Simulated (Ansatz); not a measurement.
Cartesian coordinates in Å:
```
C 0.076 -2.787 1.712
C 0.048 -1.760 1.082
Sn 0.000 -0.001 0.001
C -1.216 1.366 0.962
C -1.924 2.165 1.521
C -0.744 -0.375 -1.889
C -1.178 -0.593 -2.992
C 1.911 0.767 -0.151
C 3.026 1.216 -0.241
H 0.101 -3.696 2.269
H -2.550 2.871 2.016
H -1.561 -0.786 -3.968
H 4.012 1.613 -0.321
```

The species carries charge 0 and has multiplicity 1. Sn: def2 effective core potential.

(1) List the PBE0/def2-TZVPP orbital energies in eV (Ansatz). (Best estimate.)

Answers

(1) Computed: Occupied: -278.58, -278.58, -278.58, -278.58, -278.43, -278.43, -278.43, -278.43, -141.00, -95.63, -95.63, -95.63, -29.49, -29.49, -29.49, -29.32, -29.32, -21.33, -21.08, -21.08, -21.08, -16.83, -15.32, -15.32, -15.32, -14.52, -11.47, -11.47, -11.47, -8.61, -8.61, -8.53, -8.53, -8.53, -8.35, -8.35, -8.35. Lowest empty: -0.58, -0.58, -0.58, 0.32, 0.32, 0.89, 1.27, 1.27.
